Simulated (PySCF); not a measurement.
# Ionising SnC

ROHF-SCS-MP2; basis Sn x2c-SVPall, C x2c-SVPall; spin-free X2C with a Gaussian nucleus; PySCF 2.14. Neutral (ROHF): triplet (σ ↑, π ↑), Re = 2.008 Å, ωe = 749 cm⁻¹, De = 2.41 eV.

SnC⁺ (UHF): quartet (σ ↑, π ↑↑), Re = 2.112 Å, ωe = 641 cm⁻¹, De = 2.01 eV to Sn⁺ + C. The energies at the minima are -6210.94038 hartree for SnC and -6210.66692 for SnC⁺.

(1) Work out the adiabatic ionisation energy, without and with harmonic zero-point energies (1 hartree = 27.2114 eV, 1 eV = 8065.5 cm⁻¹), and the change of the bond length.

Correlated steps freeze 19 core orbitals. UHF and ROHF references stand side by side, which adds small steps between rows. Correlated levels converge slowly with the basis: in double zeta they bind strong bonds too weakly, by up to about 1 eV, and carry superposition errors of some tenths. Spin–orbit coupling is left out, which matters for elements this heavy, above all for dissociation energies. For an ion De counts to the pair picked by the measured ionisation energies or electron affinities, which need not be the lowest pair at this level. States were picked by a PBE0 search and need not be the measured ground states.

Neutral and ion stand on different kinds of reference determinant, which adds to the error of the difference.

## Answers

(1) At SCS-MP2: 0.27346 hartree = 7.441 eV between the minima; the zero-point term (641.0 − 749.0)/2 cm⁻¹ = -0.007 eV makes it 7.435 eV. Re changes by +10.4 pm against the neutral. The electron leaves a π orbital, and the longer bond of the ion fits a bonding orbital, or a change in how ionic the bond is.
